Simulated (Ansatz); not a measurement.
Diborane 1,2-di F (B₂H₄F₂). The state is a triplet with charge 0. Geometry B3LYP-D4/def2-TZVP, that of the neutral singlet; atoms count from 1.

Cartesian coordinates in Å:
```
B -0.174 0.650 0.598
F -0.247 1.917 0.162
H -0.332 0.373 1.743
H 0.959 0.054 0.223
B 0.173 -0.670 -0.576
F 0.354 -0.369 -1.871
H 0.235 -1.788 -0.180
H -0.967 -0.167 -0.097
```

At PBE0-D4/def2-TZVP a singlet of charge 0 lies 7.27 eV below the triplet at the same geometry.

Q: Estimate the Mulliken populations from the PBE0/def2-TZVP orbitals of Ansatz.

A: 
```json
{"atom": "B1", "charge (e)": "-0.16", "spin (α − β)": "0.66"}
{"atom": "F2", "charge (e)": "-0.18", "spin (α − β)": "0.18"}
{"atom": "H3", "charge (e)": "0.14", "spin (α − β)": "0.18"}
{"atom": "H4", "charge (e)": "0.20", "spin (α − β)": "-0.02"}
{"atom": "B5", "charge (e)": "-0.16", "spin (α − β)": "0.66"}
{"atom": "F6", "charge (e)": "-0.18", "spin (α − β)": "0.18"}
{"atom": "H7", "charge (e)": "0.14", "spin (α − β)": "0.18"}
{"atom": "H8", "charge (e)": "0.20", "spin (α − β)": "-0.02"}
```
Mulliken values depend strongly on the basis.

Q: Where does the spin sit?

A: Summed by element: B 1.33, F 0.35, H 0.32, of 2 unpaired in all. Largest on single atoms: B5 0.66, B1 0.66, H7 0.18.

Q: And the Mayer bond orders between heavy atoms (over 0.3)?

A: B1–F2 1.11 (1.34 Å); B1–B5 0.52 (1.80 Å); B5–F6 1.11 (1.34 Å).
